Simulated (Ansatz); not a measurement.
A nudged elastic band was laid between two geometries of CH$_{4}$NOSb (8 atoms, charge 0, multiplicity 1).

Method: RKS PBE0-D4/def2-SVP in Ansatz.

* movable images: 7
* climbing image: yes
* spring: 5.0 eV/Å²
* optimiser: quadratic models (default)
* start path: through a guess of the saddle point
* force threshold: 0.05 eV/Å
* iteration limit: 60
* end points: relaxed

Initial state:

```xyz
8
Properties=species:S:1:pos:R:3
O -0.479 1.587 -1.019
C 0.415 1.286 -0.249
N 0.400 0.148 0.463
Sb -1.336 -0.981 0.128
H 1.306 1.938 -0.087
H 1.185 -0.095 1.057
H -0.776 -1.650 -1.354
H -0.623 -2.289 1.006
```

Final state:

```xyz
8
Properties=species:S:1:pos:R:3
O -0.448 1.965 -1.972
C 0.640 2.060 -1.681
N 0.471 0.257 0.726
Sb -1.161 -0.999 0.637
H 0.536 0.710 1.636
H 1.360 -0.204 0.544
H -0.909 -1.356 -1.023
H -0.397 -2.489 1.077
```

(1) Which bonds break or form, and what moves?

(2) Give the energies along the band, and the barrier.

(3) What is the geometry of the highest image?

## Answers

(1) Bonds broken: C2–N3, C2–H5. Bonds formed: N3–H5. CH4NOSb becomes CO + H4NSb.

(2) The run converged. The highest image is number 3 of 0 to 8, 83.6 kcal/mol above the first end and 53.6 kcal/mol above the last; the last end lies 30.0 kcal/mol above the first. Neighbouring images differ by up to 2.4 eV, so the band resolves the path poorly. A vibrational analysis at the climbing image gives one clearly imaginary mode, 1746i cm⁻¹: a first-order saddle point. The orbitals stay closed-shell, which can raise the energy where a bond breaks towards radicals; this wasn't checked here.

```csv
image,path coordinate (Å),energy (kcal/mol),C2–N3 (Å),C2–H5 (Å),N3–H5 (Å)
0,0.00,0.0,1.34,1.12,2.08
1,0.57,2.3,1.34,1.11,2.04
2,1.14,28.1,1.35,1.13,1.77
3,1.71,83.6,1.43,1.37,1.26
4,2.25,57.6,1.58,1.88,1.04
5,2.79,40.5,2.13,2.34,1.02
6,3.33,31.9,2.57,2.85,1.02
7,3.87,30.0,2.97,3.38,1.02
8,4.42,30.0,3.01,3.58,1.02
```

(3) 
```xyz
8
Properties=species:S:1:pos:R:3
O -0.435 1.532 -1.256
C 0.524 1.403 -0.540
N 0.486 0.325 0.404
Sb -1.374 -0.904 0.132
H 0.832 1.469 0.791
H 1.403 -0.125 0.520
H -0.735 -1.687 -1.254
H -0.610 -2.071 1.148
```

Run time: 7.9 min on 2 threads of Arm Neoverse N1, with other jobs on the host, peak memory 0.2 GiB.
